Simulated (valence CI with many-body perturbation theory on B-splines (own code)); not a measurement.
Sensitivity of CI+MBPT for Gd L

Computed by configuration interaction combined with many-body perturbation theory (CI+MBPT): five valence electrons over a frozen Dirac-Fock core [Ne], a basis of 6 s, 6 p, 5 d, 3 f, 1 g functions for each j, with the one-electron correlation potential Σ1 (screened to all orders), the two-electron term Σ2, the three-electron term Σ3, Breit, model QED; selected single and double excitations, second order for the rest, scaled by the run's own slope (own B-spline code, finite nucleus).

The last digits are not significant, and no measured levels were compared; by estimate large intervals hold to a few tenths of a per cent, small ones and those within an open d or f shell to about a per cent. Among the levels kept, up to 710 cm⁻¹ of a level comes from second order outside the variational space, and about a tenth of that is noise between levels of different J, which matters for small intervals.

The reference run has the lowest level (3s^2 3p1/2^2 3p3/2) J=3/2 and an ionisation energy of 4296.49 eV. Its largest variational space holds 10000 state functions.

Levels are named by their leading jj configuration (3d3/2^4 stands for four electrons in 3d with j = 3/2), which in mixed levels can hold well under half, so a name can repeat and another be missing. Letters in brackets count levels of one name in rising energy.

Changed runs:
A. hole-hole ladder in Σ2 on → off
B. scale of Σ1 1 → 0.8
C. correlating orbitals by l 3 3 3 2 1 → 4 4 3 0 0; size limit of the variational space 10000 → 1500; second order for the rest on → off
D. highest l in the core sums 6 → 1 (bad on purpose)

Excitation energies of the reference run in cm⁻¹, and shifts in cm⁻¹:

```csv
Level,Reference,A,B,C,D
(3s^2 3p1/2 3p3/2^2) J=3/2,1343650,-95,-200,-147,-664
(3s^2 3p1/2 3p3/2^2) J=5/2,1424960,-48,-201,+236,-412
(3s^2 3p1/2 3p3/2^2) J=1/2,1526970,+7.4,-202,-195,-311
(3s^2 3p1/2^2 3d3/2) J=3/2,1534770,-350,+357,+2701,+3058
(3s^2 3p1/2^2 3d5/2) J=5/2,1939740,-345,+178,+2861,+3201
(3s 3p1/2^2 3p3/2^2) J=5/2,2469080,-39,+182,+1049,+236
(3s 3p1/2^2 3p3/2^2) J=3/2,2670800,-29,+175,+1845,+1643
(3s 3p1/2^2 3p3/2^2) J=1/2,2673210,+55,+176,+394,+814
(3s^2 3p1/2 3p3/2 3d3/2) J=5/2 [a],2865910,-416,+157,+2934,+2588
(3s^2 3p3/2^3) J=3/2,2883070,-73,-399,-245,-1087
(3s^2 3p1/2 3p3/2 3d3/2) J=3/2 [a],2883520,-398,+159,+2343,+2708
(3s^2 3p1/2 3p3/2 3d3/2) J=1/2 [a],2885160,-427,+156,+855,+2595
Ionisation energy (eV),4296.49,-0.045,-0.19,-0.43,-0.33
```
